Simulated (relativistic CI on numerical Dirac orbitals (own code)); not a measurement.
Method of calculation: Dirac-Coulomb-Breit CI, orbitals from a KLI potential per configuration, a model potential for QED, unscaled Slater integrals (own radial code, finite nucleus).

The strongest absorption lines from the ground level of an ion, among the configurations computed and to levels below about 1700 eV (vacuum wavelength in nm, gf): 1.3011 (0.33), 1.3213 (0.88), 1.3323 (1.4), 1.3466 (1.4), 1.4544 (0.12), 1.4925 (0.35), 2.7923 (0.75), 2.9331 (0.19).

(1) Which ion is it?
A. Bi67+
B. Lu55+
C. Bi65+
D. Ir61+

## Answers

(1) A. Bi67+ has 16 electrons and the ground level 3s2 3p4 3P_2; the strongest line goes to 3s2 3p3 3d 3D°_2. The pattern of lines fixes the number of electrons, and along that sequence the line energies rise steadily with the charge (about as its square where n changes within one kind of shell, about linearly where n is kept but much faster in heavy ions where fine structure, which grows about as Z⁴, sets the gap, and irregularly where shells cross), which fixes Z. Configurations outside the model, such as inner-shell arrays, can give stronger lines. At this charge energies of transitions that change n are usually good to better than 1 %, and those within a shell (Δn = 0) to a few per cent.

LS names give the leading component of a level, which can be under half, so a name can repeat, a term be missing and a line seem to break the LS rules.
